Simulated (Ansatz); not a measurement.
H₁₂O₆Zn, charge +3, doublet, geometry from GFN2-xTB of the parent state (such geometries of metal compounds can be far from the true shape) (a state made from the parent by changing its charge; the spin is typed, not shown lowest); Ansatz (a program for electronic structure) with HF/STO-3G.

Input for Ansatz:
Ansatz 0.2 input:
```yaml
crystal:
  periodic: [false, false, false]
  atoms:
    - {symbol: Zn, position_ang: [-0.00000000, -0.00000000, 0.00000000]}
    - {symbol: O, position_ang: [-0.68794774, 1.64064429, -0.92214038]}
    - {symbol: H, position_ang: [-1.49271480, 1.70775651, -1.44990447]}
    - {symbol: H, position_ang: [-0.27738361, 2.51364239, -0.92277461]}
    - {symbol: O, position_ang: [1.57056726, 1.04144287, 0.68120766]}
    - {symbol: H, position_ang: [1.61931982, 1.52897791, 1.51224423]}
    - {symbol: H, position_ang: [2.42176999, 1.15066801, 0.24051186]}
    - {symbol: O, position_ang: [1.03700290, -0.48888826, -1.64345426]}
    - {symbol: H, position_ang: [1.60028365, -1.26373687, -1.75753068]}
    - {symbol: H, position_ang: [1.06793819, 0.00582109, -2.47109831]}
    - {symbol: O, position_ang: [-1.03700290, 0.48888826, 1.64345426]}
    - {symbol: H, position_ang: [-1.60028365, 1.26373687, 1.75753068]}
    - {symbol: H, position_ang: [-1.06793819, -0.00582109, 2.47109831]}
    - {symbol: O, position_ang: [-1.57056726, -1.04144287, -0.68120766]}
    - {symbol: H, position_ang: [-1.61931982, -1.52897791, -1.51224423]}
    - {symbol: H, position_ang: [-2.42176999, -1.15066801, -0.24051186]}
    - {symbol: O, position_ang: [0.68794774, -1.64064429, 0.92214038]}
    - {symbol: H, position_ang: [0.27738361, -2.51364239, 0.92277461]}
    - {symbol: H, position_ang: [1.49271480, -1.70775651, 1.44990447]}
basis:
  gaussian:
    orbitals: STO-3G
hamiltonian:
  xc: hf
total_charge: 3
magnetization: {spin_polarized: true, initial_magnetization: 1}
```

Task: Predict the main parts of the log of this Ansatz run.

Result: 
```
Functional definition: HF
784 factors; integrals over basis functions are off by at most 4.5e-4 eV
mean field evaluation 1: about -59380.5593 eV, gradient 2.9e2 eV
mean field evaluation 2: about -59381.5885 eV, gradient 2.9e2 eV
mean field evaluation 4: about -58869.2782 eV, gradient 2.4e2 eV
mean field evaluation 8: about -60048.8877 eV, gradient 7.8e-1 eV
mean field evaluation 16: about -60048.8909 eV, gradient 5.2e-2 eV
mean field evaluation 32: about -59380.5859 eV, gradient 2.9e2 eV
mean field evaluation 64: about -60048.9004 eV, gradient 7.4e-3 eV
mean field evaluation 96: about -60048.8945 eV, gradient 4.1e-1 eV
mean field evaluation 128: about -60048.8124 eV, gradient 3.8e-1 eV
mean field evaluation 160: about -59971.5474 eV, gradient 1.5e1 eV
mean field evaluation 192: about -59941.8622 eV, gradient 7.6e1 eV
mean field evaluation 224: about -59936.0908 eV, gradient 8.4e1 eV
mean field -60048.90034207 eV, -2206.7563849645 hartree, gradient 4.5e-6 eV, S^2 0.751419; 4 other end points of the search recorded, 0 dependent functions left out
reference -60048.90034207 eV, -2206.7563849645 hartree; 44, 43 occupied and 16, 17 virtual orbitals, 784 factors
Total energy: -60048.90034207 eV, -2206.7563849645 hartree
```
